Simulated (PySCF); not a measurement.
Electron correlation in Mg (magnesium, neutral)

[Ne] 3s1 3d1, high-spin 3D determinant (an excited configuration). All numbers are calculated (PySCF 2.14, no relativity, point nucleus, in aug-cc-pVDZ (5s4p2d, 27 functions)). Frozen: [Ne]; 2 electrons correlated.

With two correlated electrons CCSD is exact within the correlated space (frozen core and kept virtual orbitals).

```csv
level,correlation energy (mhartree)
CCSD,-2.46
```

Diagnostics: T1 = 0.0047, D1 = 0.0078, largest double amplitude 0.061.

The outer electron is Rydberg-like, and this basis confines it to a smaller radius and binds it less than a complete one would.

Cost of the coupled-cluster step: about 0.12 core-seconds, for 2 correlated electrons.
